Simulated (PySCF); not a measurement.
# input.py for RbSi

File input.py (PySCF 2.14):

```python
from pyscf import gto, scf, mp

mol = gto.M(
    atom='Rb 0 0 0; Si 0 0 2.857',
    basis='lanl2dz',
    ecp={'Rb': 'lanl2dz', 'Si': 'lanl2dz'},
    charge=0,
    spin=3,
    symmetry=True,
    verbose=3,
)
mf = scf.UHF(mol)
mf.kernel()
mp.MP2(mf).kernel()
mf.dip_moment()
print('orbital energies (hartree):', [e[max(0, n-3):n+3].round(4) for e, n in zip(mf.mo_energy, mol.nelec)])
```

```bash
$ python input.py
```

Output:

```
converged SCF energy = -27.2778798747972  <S^2> = 3.7508508  2S+1 = 4.0004254
E(UMP2) = -27.2904650207623  E_corr = -0.0125851459651207
E(SCS-UMP2) = -27.2897390001992  E_corr = -0.0118591254020048
Dipole moment(X, Y, Z, Debye):  0.00000,  0.00000, -10.91902
orbital energies (hartree): [array([-0.2198, -0.2198, -0.2106, -0.0071,  0.0223,  0.0223]), array([-0.8078, -0.8078, -0.3339, -0.0078,  0.0194,  0.0194])]
```

In short: E(SCF) = -27.277880 Eh, E(MP2) − E(SCF) = -0.01259 Eh, ⟨S²⟩ = 3.751, μz(SCF) = -10.92 D.

Wall time 1.3 s on one thread of a shared host.

The bond length is a typed value, not an optimised one. No search for the lowest solution was made.
